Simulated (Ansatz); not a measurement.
`[SiH3][SiH2][SiH2][GeH2][SiH2][GeH3]` + `CO[SiH3]` → `C[O][GeH3]` + `[SiH3][SiH2][SiH2][GeH2][SiH2][SiH3]`  (redistribution)

Gas-phase electronic energies from Ansatz, PBE0-D4/def2-TZVP geometries. CCSD(T)/CBS is the MP2 limit (def2-TZVPP, def2-QZVPP) plus CCSD(T) − MP2 in def2-TZVPP, frozen cores. Functionals use def2-TZVPP. For Ge outer-core shells are correlated without core-valence functions, which leaves a few kJ/mol of doubt a bond. Scalar relativity is left out up to krypton. One conformer a species, not always the lowest.

`[SiH3][SiH2][SiH2][GeH2][SiH2][GeH3]`:

Cartesian coordinates in Å:
```
Si -2.111 1.188 -1.193
Si -0.153 2.394 -0.763
Si 1.755 1.038 -0.758
Ge 1.985 -0.110 1.316
Si 0.005 -1.321 1.842
Ge -0.603 -2.692 -0.006
H -1.988 0.472 -2.490
H -3.274 2.114 -1.266
H -2.371 0.191 -0.121
H -0.269 3.081 0.554
H -0.016 3.442 -1.815
H 1.660 0.042 -1.860
H 2.967 1.872 -0.994
H 2.294 0.911 2.428
H 3.172 -1.089 1.233
H 0.216 -2.170 3.046
H -1.089 -0.356 2.138
H -0.591 -1.870 -1.306
H 0.414 -3.837 -0.160
H -2.004 -3.300 0.172
```

`CO[SiH3]`:

Z-matrix (Å, degrees):
```
C
O 1 1.408
H 1 1.091 2 108.3
H 1 1.096 2 111.5 3 119.2
H 1 1.096 2 111.5 3 -119.2
Si 2 1.642 1 122.4 3 -179.7
H 6 1.481 2 106.5 1 179.8
H 6 1.490 2 110.9 1 59.7
H 6 1.490 2 110.9 1 -60.1
```

`C[O][GeH3]`:

```xyz
9

C     1.189    0.612   -0.311
O     0.600   -0.301    0.580
Ge   -1.133   -0.654    0.382
H     2.245    0.710   -0.048
H     0.729    1.608   -0.249
H     1.128    0.273   -1.354
H    -1.932    0.655    0.541
H    -1.458   -1.664    1.485
H    -1.367   -1.239   -1.026
```

`[SiH3][SiH2][SiH2][GeH2][SiH2][SiH3]`:

Cartesian coordinates in Å:
```
Si 1.662 -1.473 -1.512
Si -0.408 -0.563 -2.112
Si -2.014 -1.227 -0.551
Ge -1.295 -0.596 1.631
Si -0.618 1.690 1.689
Si 1.583 1.996 0.960
H 1.632 -2.945 -1.726
H 2.771 -0.892 -2.314
H 1.929 -1.217 -0.071
H -0.776 -1.002 -3.487
H -0.331 0.925 -2.104
H -3.322 -0.573 -0.833
H -2.203 -2.703 -0.614
H -2.439 -0.819 2.640
H -0.115 -1.487 2.064
H -1.544 2.493 0.841
H -0.723 2.198 3.086
H 1.991 3.415 1.145
H 2.500 1.128 1.747
H 1.721 1.651 -0.480
```

```
                               species  CAM-B3LYP energy (Eh)
`[SiH3][SiH2][SiH2][GeH2][SiH2][GeH3]`            -5320.68165
                            `CO[SiH3]`             -406.46784
                          `C[O][GeH3]`            -2194.05791
`[SiH3][SiH2][SiH2][GeH2][SiH2][SiH3]`            -3533.06017
```

Work out ΔE.

ΔE = (-2194.05791) + (-3533.06017) − (-5320.68165) − (-406.46784) = 0.03141 Eh = +82.5 kJ/mol. CCSD(T)/CBS gives +81.8 kJ/mol.

Largest T1 diagnostic among the species: 0.013.

Leaving LDA and LC-ωPBE aside and taking each functional with its dispersion term where it has one, the values, not all of them listed here, spread over 16.4 kJ/mol, from revPBE-D4 to BHLYP-D4. LDA lies +4.3 kJ/mol from PBE without D4. At CCSD(T), def2-SVP lies −16.1 kJ/mol from the extrapolated value and def2-TZVPP −3.1 kJ/mol. From r2SCAN to r2SCAN0 (25 % exact exchange), in def2-TZVPP and without D4, ΔE moves by +3.6 kJ/mol.
